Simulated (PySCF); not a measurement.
Isomers of C2H4OS. All species are isolated molecules in the gas phase. One relaxed conformer stands for each flexible species; it need not be the lowest. Strings in code marks are SMILES.

Quantity: electronic energy of isomers of C2H4OS relative to `CC(=O)S` (O–C–S–H torsion 0°), in kJ/mol.

A: `COC=S` (C–O–C–S torsion 0°)
B: `CC(O)=S` (S–C–O–H torsion 0°)
C: `O/C=C\S` (H–O–C–C torsion 0°, C–C–S–H torsion -99°)

Problem. Order them by electronic energy of isomers of C2H4OS relative to `CC(=O)S` (O–C–S–H torsion 0°) (lowest first) at the level r2SCAN-D4/def2-TZVP (PySCF).

Solution. B (14.23 kJ/mol), A (79.5 kJ/mol), C (83.4 kJ/mol)
